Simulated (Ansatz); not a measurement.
Total energies of Al(AsH3)H3 (AlAsH6) from Ansatz at PBE0-D4/def2-TZVP, gas phase (1 Eh = 27.2114 eV = 2625.5 kJ/mol). The reference geometry is relaxed at r2SCAN-D4/def2-TZVP.

```csv
state,geometry,energy (Eh)
charge 0 singlet,reference,-2481.49011
charge 1 doublet,reference,-2481.11886
free Al atom (doublet),–,-242.24894
free As atom (quartet),–,-2235.53903
free H atom (doublet),–,-0.50104
```

**Question.** Work out the vertical ionisation energy to the doublet.

**Answer.** E(charge 1 doublet) − E(charge 0 singlet) = -2481.11886 − (-2481.49011) = 0.37125 Eh = 10.10 eV. For comparison, −ε of the highest occupied level is 7.88 eV at this level, 2.22 eV less.

**Question.** What is the binding energy per atom against free atoms?

**Answer.** Atoms: 1 × (-242.24894) + 1 × (-2235.53903) + 6 × (-0.50104) = -2480.79421 Eh. Binding: -2480.79421 − (-2481.49011) = 0.69590 Eh = 18.94 eV, or 2.37 eV for each of 8 atoms (no zero-point energy, no counterpoise term).
